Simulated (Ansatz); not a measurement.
Ansatz (a quantum-chemistry and plane-wave program) input:
A basis named .json is the Basis Set Exchange file of that set.

Ansatz 0.2 input:
```yaml
crystal:
  periodic: [false, false, false]
  atoms:
    - {symbol: Si, position_ang: [-0.18321747, -0.95851985, -0.08990364]}
    - {symbol: N, position_ang: [-0.90688414, 0.44466253, 0.49883711]}
    - {symbol: Si, position_ang: [-2.75641061, 0.69596190, 0.34564014]}
    - {symbol: O, position_ang: [1.49913812, -0.79860366, -0.13066697]}
    - {symbol: Si, position_ang: [2.46789600, 0.48946936, -0.32637923]}
    - {symbol: H, position_ang: [-0.35282133, -2.21225744, 0.70192327]}
    - {symbol: H, position_ang: [-0.62572976, -1.22468357, -1.47751430]}
    - {symbol: H, position_ang: [-0.54849785, 0.82516975, 1.36182775]}
    - {symbol: H, position_ang: [-2.80567214, 0.81545318, -1.18747193]}
    - {symbol: H, position_ang: [-3.17216502, -0.79752727, 0.31160028]}
    - {symbol: H, position_ang: [2.41562297, 1.43072856, 0.82298499]}
    - {symbol: H, position_ang: [2.17647268, 1.25950214, -1.56333248]}
    - {symbol: H, position_ang: [3.87212379, 0.00304679, -0.42754322]}
basis:
  gaussian:
    orbitals: def2-QZVPP.json
hamiltonian:
  xc: {name: PBE0}
total_charge: -1
```

Task: Which total energy does the run end on?

Result: -1003.00315 Eh (PBE0/def2-QZVPP). The basis has 564 functions.

It need not be the lowest isomer of its formula. Whether it binds its extra electron was not tested at this geometry.
